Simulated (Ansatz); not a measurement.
The molecule AgC, multiplicity 4 (lowest of 2S+1 = 2, 4 at CCSD(T)/def2-TZVPP on PBE0 minima; our sources give no spin for the ground state, which may be another). No spin–orbit coupling.

The constants come from a fifth-degree fit in 1/R (seven points, main isotopes). In def2 and cc sets the state is the lowest found near the PBE0 minimum, followed along R.

Correlated levels freeze the inner cores; with def2 sets outer-core shells near the valence are correlated too. CBS(a, b) extrapolates the correlation energy as X⁻³ and adds the Hartree–Fock energy of set b.

The values were computed with Ansatz (Gaussian basis) for Hartree–Fock, density functionals and correlated methods. Each number belongs to the level named beside it. In def2 rows elements past Kr take small-core potentials, without spin–orbit coupling.

Q: What bond length and harmonic frequency does B3LYP/def2-TZVPP give?

A: r_e = 2.029 Å, ω_e = 465 cm⁻¹.

Q: What bond length and harmonic frequency does CCSD/def2-QZVPP give?

A: r_e = 2.040 Å, ω_e = 483 cm⁻¹.

Q: What bond length and harmonic frequency does CCSD(T)/CBS(def2-TZVPP, def2-QZVPP) give?

A: r_e = 2.017 Å, ω_e = 490 cm⁻¹.

Ansatz is a quantum-chemistry and plane-wave program.
